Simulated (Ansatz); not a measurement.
A structure relaxed at PBE0-D4/def2-TZVP, charge 0, multiplicity 2:

```tsv
atom	x (Å)	y (Å)	z (Å)
C1	-2.213	1.349	0.437
O2	-1.404	0.284	-0.004
Si3	0.219	0.389	-0.190
O4	0.684	-1.144	-0.528
C5	2.028	-1.556	-0.606
H6	-3.207	0.952	0.649
H7	-1.820	1.806	1.353
H8	-2.304	2.125	-0.330
H9	0.855	0.841	1.103
H10	2.607	-1.225	0.264
H11	2.510	-1.176	-1.513
H12	2.045	-2.647	-0.636
```

Give its formula and SMILES.

C2H7O2Si, `CO[SiH]OC`.

Point group (tolerance 0.08 Å, 0.16 Å for H)?

Cs.

Summarise the bond lengths by kind.

2 × C–O 1.408 to 1.409 Å; 6 × C–H 1.091 to 1.096 Å; 2 × O–Si 1.637 Å; 1 × H–Si 1.510 Å.

All numbers were calculated with Ansatz.
